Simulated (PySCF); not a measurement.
Input for PySCF: D3(BJ) and D4 dispersion corrections on ClH4NSi (SMILES N[SiH2]Cl).

```python
from pyscf import gto
from pyscf.dispersion import dftd3, dftd4

mol = gto.M(
    atom='''
    N    -1.09332010   -0.09224726    0.00438715
    Si    0.57026816    0.27434109    0.06513995
    Cl    1.84200442   -1.29861187   -0.44096725
    H    -1.51868046   -0.67045666    0.71250422
    H    -1.56442508   -0.19553201   -0.88107989
    H     0.84789327    1.34345993   -0.90903074
    H     0.91625979    0.63924678    1.44924657
    ''',
    basis='def2-svp',
    charge=0, spin=0, verbose=0, max_memory=1800)
d3, d4 = {}, {}
for xc in ['hf', 'pbe', 'blyp', 'revpbe', 'tpss', 'r2scan', 'b3lyp', 'pbe0', 'bhlyp', 'camb3lyp', 'b2plyp']:
    d3[xc] = float(dftd3.DFTD3Dispersion(mol, xc=xc, version='d3bj', atm=False).get_dispersion()['energy'])
    print(f'D3(BJ) {xc:10s} {d3[xc]:14.8f} Eh')
for xc in ['hf', 'pbe', 'blyp', 'revpbe', 'tpss', 'r2scan', 'b3lyp', 'pbe0', 'bhlyp', 'camb3lyp', 'b2plyp']:
    d4[xc] = float(dftd4.DFTD4Dispersion(mol, xc={'camb3lyp': 'cam-b3lyp'}.get(xc, xc), atm=True).get_dispersion()['energy'])
    print(f'D4     {xc:10s} {d4[xc]:14.8f} Eh')
```

The log:

```
D3(BJ) hf            -0.04211301 Eh
D3(BJ) pbe           -0.00495757 Eh
D3(BJ) blyp          -0.01097128 Eh
D3(BJ) revpbe        -0.01230808 Eh
D3(BJ) tpss          -0.00634840 Eh
D3(BJ) r2scan        -0.00133623 Eh
D3(BJ) b3lyp         -0.00904012 Eh
D3(BJ) pbe0          -0.00437053 Eh
D3(BJ) bhlyp         -0.00741562 Eh
D3(BJ) camb3lyp      -0.00408946 Eh
D3(BJ) b2plyp        -0.00436747 Eh
D4     hf            -0.01677330 Eh
D4     pbe           -0.00472224 Eh
D4     blyp          -0.01048032 Eh
D4     revpbe        -0.01414599 Eh
D4     tpss          -0.00637986 Eh
D4     r2scan        -0.00108261 Eh
D4     b3lyp         -0.00769599 Eh
D4     pbe0          -0.00396025 Eh
D4     bhlyp         -0.00601403 Eh
D4     camb3lyp      -0.00402136 Eh
D4     b2plyp        -0.00327252 Eh
```

The run finished.

Cost: very roughly 0.05 core-seconds.
